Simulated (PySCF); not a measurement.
C6H11O2 (SMILES C[CH]CCOC(C)=O), doublet, at a GFN2-xTB geometry. Base run: PBE/STO-3G (PySCF).

Geometry (Å):
```xyz
19

C     -3.5806     0.4035    -0.5976
C     -2.5585     0.0554     0.4105
C     -1.2246    -0.4470     0.0308
C     -0.2300     0.7107    -0.2354
O      1.0305     0.2194    -0.6766
C      1.9055    -0.1651     0.2613
C      3.1582    -0.7127    -0.3712
O      1.7047    -0.0826     1.4438
H     -4.5770     0.1151    -0.2578
H     -3.3756    -0.0840    -1.5484
H     -3.6175     1.4860    -0.7748
H     -2.7227     0.3576     1.4307
H     -0.7994    -1.0564     0.8325
H     -1.2814    -1.0470    -0.8815
H     -0.0932     1.2953     0.6793
H     -0.5954     1.3491    -1.0413
H      3.9947    -0.5914     0.3103
H      3.0139    -1.7747    -0.5620
H      3.3512    -0.2126    -1.3151
```
Charge 0, spin multiplicity 2.
Orbitals are unrestricted.
All else is at PySCF's defaults.

The base run was repeated with changes; each row names its change, and settings that it needs were set with it.

| change | E (Eh) | HOMO (eV) | dipole (D) | <S^2> | core-seconds (rough) | outcome |
|---|---|---|---|---|---|---|
| base | -380.24853 | -1.95 | 1.36 | 0.753 | 20 | converged |
| functional = b3lyp; dispersion = d4 | -380.73478 | -3.30 | 1.32 | 0.754 | 20 | converged |
| functional = lda,vwn | -377.41734 | -1.60 | 1.43 | 0.752 | 10 | converged |
| functional = lc_wpbe | -380.50744 | -6.50 | 1.30 | 0.755 | 40 | converged |
| functional = m062x | -380.70778 | -4.80 | 1.23 | 0.755 | 20 | converged |
| functional = wb97x_v | - | - | - | - | - | cut at the time limit |
| functional = b3lyp5 | -380.48022 | -3.21 | 1.32 | 0.754 | 20 | converged |
| functional = b3lyp | -380.71269 | -3.30 | 1.32 | 0.754 | 20 | converged |
| functional = bhandhlyp | -380.53196 | -5.10 | 1.26 | 0.756 | 20 | converged |
| functional = mn15 | -378.61025 | -3.98 | 1.28 | 0.755 | 30 | converged |
| functional = wb97x | -380.68802 | -5.99 | 1.29 | 0.755 | 30 | converged |
| functional = b3lyp; dispersion = d3zero | -380.72544 | -3.30 | 1.32 | 0.754 | 20 | converged |
| functional = r2scan | -380.56086 | -2.55 | 1.39 | 0.756 | 30 | converged |

Absolute energies of different levels of theory aren't comparable as measures of quality.

Open shells are given as the SCF converged; they aren't shown to be the lowest states, and a large step between rows can be another state.
